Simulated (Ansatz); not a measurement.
Cost and result up the ladder for `C[Si](C)(Cl)CCCCc1ccc(/N=N/c2ccccc2)cc1` (45 atoms). The state is a singlet with charge 0. Geometry: PBE-D4/def2-SVP.

Cartesian coordinates in Å:
```
C 0.9903 -5.1057 -2.5931
Si 1.5661 -3.3419 -2.2841
C 2.6612 -2.7112 -3.6782
Cl -0.1533 -2.1111 -2.2331
C 2.3897 -3.1724 -0.5912
C 2.9244 -1.7667 -0.2703
C 3.3648 -1.5704 1.1880
C 2.2197 -1.6220 2.2260
C 1.1945 -0.5314 2.0274
C 0.0410 -0.7485 1.2366
C -0.8724 0.2755 0.9879
C -0.6567 1.5594 1.5408
N -1.5124 2.6655 1.3555
N -2.5420 2.4368 0.6526
C -3.3948 3.5482 0.4640
C -4.5471 3.3121 -0.3165
C -5.4560 4.3494 -0.5620
C -5.2195 5.6280 -0.0293
C -4.0687 5.8673 0.7491
C -3.1583 4.8378 0.9984
C 0.4866 1.7871 2.3365
C 1.3987 0.7542 2.5724
H 0.3150 -5.4514 -1.7848
H 1.8597 -5.7951 -2.6367
H 0.4425 -5.1807 -3.5540
H 3.5960 -3.3077 -3.7370
H 2.9370 -1.6496 -3.5177
H 2.1408 -2.7854 -4.6544
H 1.6285 -3.4905 0.1555
H 3.2065 -3.9272 -0.5227
H 2.1522 -1.0069 -0.5216
H 3.7877 -1.5459 -0.9343
H 3.8760 -0.5875 1.2802
H 4.1215 -2.3411 1.4557
H 2.6620 -1.5364 3.2406
H 1.7214 -2.6138 2.1864
H -0.1340 -1.7411 0.7936
H -1.7631 0.1165 0.3643
H -4.6982 2.2975 -0.7157
H -6.3540 4.1611 -1.1705
H -5.9312 6.4458 -0.2210
H -3.8880 6.8723 1.1636
H -2.2517 4.9912 1.6014
H 0.6289 2.7938 2.7572
H 2.2888 0.9421 3.1944
```

Ansatz on 2 threads of AMD EPYC 7R13 on a shared host and a share (18 GiB) of an NVIDIA H100 80GB HBM3. Times are rough, and most runs start from the orbitals of an earlier one. ωB97X-V/def2-TZVP serves as the yardstick here, not as an exact answer. Differences are given only for rows in sets of like size (and for xTB, whose basis is part of the method), since another set adds its own error. Binding counts from free atoms at the same level (C triplet, Si triplet, Cl doublet, N quartet, H doublet; other spins of the atoms weren't run), without zero-point energy or a counterpoise term.

Correlated methods freeze 30 core orbitals. The rows differ in basis, and correlated rows in double-zeta sets carry the largest basis error. Single mean-field runs in def2-SVP, def2-TZVP are fitted with def2-universal-jkfit.

Run but left out: HF/STO-3G (restricted singlet, unstable in another Hartree–Fock run and untested here).

Correlated methods converge slowly with the basis, most of all in double-zeta sets.

| level | functions | binding energy per atom (eV) | difference from ωB97X-V/def2-TZVP (eV) | remarks |
| --- | --- | --- | --- | --- |
| PBE-D4/def2-SVP | 431 | 4.85 | – | – |
| r2SCAN-D4/def2-TZVP (with forces) | 832 | 4.66 | 0.02 | – |
| LDA (SPW92)/def2-TZVP | 832 | 5.35 | 0.71 | – |
| PBE-D4/def2-TZVP | 832 | 4.80 | 0.15 | – |
| PBE0-D4/def2-TZVP | 832 | 4.70 | 0.06 | – |
| ωB97X-V/def2-TZVP | 832 | 4.64 | 0.00 | – |
| BLYP-D4/def2-TZVP (with forces) | 832 | 4.65 | 0.01 | – |
| MP2/def2-SVP | 431 | 4.54 | – | restricted SCF unstable |
| PBE0-D4/def2-SVP | 431 | 4.76 | – | – |

(1) Estimate how long each takes.

Answers

(1) PBE0-D4/def2-SVP 3.6 s; PBE-D4/def2-SVP 3.7 s; PBE0-D4/def2-TZVP 4 s; PBE-D4/def2-TZVP 4.1 s; MP2/def2-SVP 4.4 s; BLYP-D4/def2-TZVP (with forces) 5.5 s; r2SCAN-D4/def2-TZVP (with forces) 6 s; LDA (SPW92)/def2-TZVP 6.5 s; ωB97X-V/def2-TZVP 9 s. On shared hardware such times vary by a factor of up to 3.
